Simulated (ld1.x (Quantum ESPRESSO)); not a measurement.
**What one change does to a pseudopotential (Ti (Z = 22), ultrasoft)**

titanium, ultrasoft, made with ld1.x (Quantum ESPRESSO) 7.5 (PBEsol, scalar-relativistic). Core [Ar], reference 3d2 4s0 4p0 (charge +2). Waves: 4s (bound, empty): rcut 2.35, rcutus 2.75 bohr; 4s channel at 3.05 Ry: rcut 2.35, rcutus 2.75 bohr; 4p (bound, empty): rcut 2.70, rcutus 2.95 bohr; 4p channel at 0.3 Ry: rcut 2.70, rcutus 2.95 bohr; 3d (bound): rcut 2.10, rcutus 2.40 bohr; 3d channel at 0.4 Ry: rcut 2.10, rcutus 2.40 bohr. Local part: all-electron potential smoothed inside 2.65 bohr (lloc = -1). Core correction: a·sin(br)/r model core, default radius (core density twice the valence density). Augmentation charge: PSQ, radius 2.35 bohr.

Change: core correction a·sin(br)/r model core inside 1.70 bohr.

Cutoffs: the cutoffs (Ry, on a coarse ladder) from which the occupation-weighted sum of valence levels, in a spherical-Bessel basis at the reference potential, stays within 10 and 1 mRy of its value at 400 Ry; they do not see the model core or the augmentation charge, which bear on the density cutoff. Errors are all-electron minus pseudo energies relative to the spin-unpolarised reference configuration.

Predict the effect on cutoff, ghosts and configuration errors.

The potential gets neither clearly harder nor softer (15 Ry and 18 Ry → 15 Ry and 18 Ry); of the 7 tests that both files solve, the error grows in 5 and shrinks in 0 by more than 15 % and 0.3 meV (median size 9.0 → 11.6 meV); neither file shows a bound ghost. The default core radius of the base comes out at 1.84 bohr. A model core, the more so a compact one, raises the density cutoff, which this test does not measure.

| quantity | base | changed |
| --- | --- | --- |
| cutoff, loose | 15 Ry | 15 Ry |
| cutoff, tight | 18 Ry | 18 Ry |
| bound ghosts | none | none |
| error for 3d2 4s2 4p0, meV [ΔE -20.83 eV] | -9.0 | -12 |
| error for 3d2 4s1 4p0, meV [ΔE -13.47 eV] | -6.5 | -7.5 |
| error for 3d1 4s0 4p0, meV [ΔE 26.90 eV] | -601 | -649 |
| error for 3d1 4s2 4p1, meV [ΔE -16.13 eV] | -242 | -283 |
| error for 3d1 4s2 4p0, meV [ΔE -11.07 eV] | -278 | -319 |
| error for 3d2 4s0 4p1, meV [ΔE -9.69 eV] | -1.0 | -1.3 |
| error for 3d2 4s1 4p1, meV [ΔE -17.74 eV] | -4.5 | -6.0 |
| s: phases at 3.21 bohr within 0.05 rad from the reference energy up to (Ry; the scan ends near 5) | to the end of the scan | to the end of the scan |
| p: phases at 3.21 bohr within 0.05 rad from the reference energy up to (Ry; the scan ends near 5) | 2.0 | 2.0 |
| d: phases at 3.21 bohr within 0.05 rad from the reference energy up to (Ry; the scan ends near 5) | 2.9 | 2.9 |
| lowest overlap eigenvalue by channel | s 0.70, p 0.59, d 0.88 | s 0.70, p 0.59, d 0.88 |
